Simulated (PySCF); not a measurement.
Electric field gradients and quadrupole coupling constants

1,1,1-trifluoro-2,3-epoxypropane, C3H3F3O.
Geometry (GFN2-xTB, Å), atoms numbered from 1 in this order:
```xyz
10
C3H3F3O angstrom
F     -1.198    1.059    0.960
C     -1.203    0.057    0.081
F     -2.114    0.346   -0.854
F     -1.655   -1.031    0.731
C      0.163   -0.217   -0.519
C      1.372    0.037    0.270
O      0.975    0.879   -0.771
H      0.140   -1.000   -1.273
H      1.277    0.442    1.270
H      2.252   -0.568    0.082
```

Field gradients from the PBE0/pcSseg-1 density (PySCF, non-relativistic), principal values in atomic units, ordered |Vxx| ≤ |Vyy| ≤ |Vzz|:

```csv
atom,Vxx,Vyy,Vzz
O7,1.0662,1.2179,-2.2841
```

**Question.** Find the asymmetry η = (Vxx − Vyy)/Vzz and the couplings χ = eQV/h (234.96 MHz × Q in barn × V in au), with Q(17O) = −0.0256 b.

**Answer.** 
```csv
atom,environment,nucleus,η,χzz (MHz),χxx (MHz),χyy (MHz)
O7,epoxide oxygen,17O,0.07,13.74,-6.41,-7.33
```

**Question.** What is Vzz at O7 in SI units (1 au = 9.71736 × 10²¹ V/m²)?

**Answer.** -2.2841 au = -22.196 × 10²¹ V/m².

Were the hydrogens deuterons (Q(2H) = 0.00286 b), χzz would run from 204 kHz (H8) to 210 kHz (H10).

Isolated species at its GFN2-xTB geometry, gas phase. GFN2-xTB bond lengths can be off by several hundredths of an ångström, more for odd bonds, and the gradients follow them. A larger basis could move these couplings by a tenth or more.

The run behind these numbers computed NMR shieldings as well. On an Arm Neoverse V1 with one thread, no GPU, shared host with 32 logical CPUs at a one-minute load of 9.6, this took 14 s of wall time (with the writing of density and orbital grids) and 0.63 GiB of memory at its peak.
